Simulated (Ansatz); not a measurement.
Harmonic frequencies (cm⁻¹) at PBE0-D4/def2-TZVP from Ansatz: 85, 331, 472, 569, 649, 718, 770, 830, 897, 920, 955, 1006, 1045, 1112, 1162, 1220, 1253, 1368, 1445, 1526, 2167, 2192, 3010, 3043, 3107, 3162, 3682.

Question: Which molecule is it?
A. `C1C[SiH2]N1`
B. `CC(=N)[SiH3]`
C. `N=CC[SiH3]`
D. `C=CN[SiH3]`

Answer: A.
